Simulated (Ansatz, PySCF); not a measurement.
This Ansatz (an electronic-structure program) input computes a BLYP/def2-TZVPD energy:

Ansatz 0.2 input:
```yaml
crystal:
  periodic: [false, false, false]
  atoms:
    - {symbol: Te, position_ang: [-0.01161377, -0.05806005, 0.29664959]}
    - {symbol: F, position_ang: [0.40269439, 1.65596319, -0.79263972]}
    - {symbol: N, position_ang: [-0.25377935, -1.49297415, -1.00422763]}
    - {symbol: H, position_ang: [-1.24387820, -1.43372680, -1.26242809]}
basis:
  gaussian:
    orbitals: def2-TZVPD
hamiltonian:
  xc: {name: BLYP}
total_charge: -1
output: {forces: true}
```

Question: Write an input for the same energy in PySCF and say what it gives.

Answer: 
```python
from pyscf import gto, scf, dft

mol = gto.M(
    atom='''
    Te   -0.01161377   -0.05806005    0.29664959
    F     0.40269439    1.65596319   -0.79263972
    N    -0.25377935   -1.49297415   -1.00422763
    H    -1.24387820   -1.43372680   -1.26242809
    ''',
    basis='def2-tzvpd',
    ecp='def2-tzvp',
    charge=-1,
    spin=0,
    verbose=4,
)

mf = dft.RKS(mol, xc='blyp').density_fit(auxbasis='def2-universal-jkfit')
mf.grids.level = 3
mf.conv_tol = 1e-9
mf.max_cycle = 100
mf.max_memory = 1500
mf.kernel()
if not mf.converged:
    mf = mf.newton()
    mf.kernel(mf.make_rdm1())
mf.analyze()
```
It gives -423.25712 Eh, and Ansatz -423.25704 Eh, a difference of 0.08 mEh, from the treatment of integrals and grids.

It need not be the lowest isomer of its formula. Whether it binds its extra electron was not tested at this geometry.
